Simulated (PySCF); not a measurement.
Radial density of Zr (zirconium, neutral)

UHF, [Kr] 4d1 5s2 5p1, one real determinant (an excited configuration). Calculation: PySCF 2.14, in x2c-TZVPPall; scalar relativity by spin-free X2C-1e.

| r (bohr) | 4πr²ρ (e/bohr) | 4πr²(ρα − ρβ) |
| --- | --- | --- |
| 0.0393 | 45.26 | 0.0011 |
| 0.0661 | 45.08 | 0.0040 |
| 0.111 | 61.59 | 0.0159 |
| 0.187 | 42.59 | 0.0625 |
| 0.315 | 43.43 | 0.1022 |
| 0.529 | 30.54 | 0.0042 |
| 0.891 | 9.553 | 0.1830 |
| 1.50 | 6.255 | 0.5202 |
| 2.52 | 1.473 | 0.4049 |
| 4.24 | 0.7428 | 0.3013 |
| 7.13 | 0.1043 | 0.0752 |
| 12.0 | 0.002190 | 0.0021 |

Densities and radii are taken from the X2C orbitals without a picture-change correction, which distorts them close to the nucleus.

⟨L²⟩ = 8.56 against 12 for a pure F term, so this real determinant mixes terms. ⟨S²⟩ = 2.08 against 2.00 shows spin contamination.
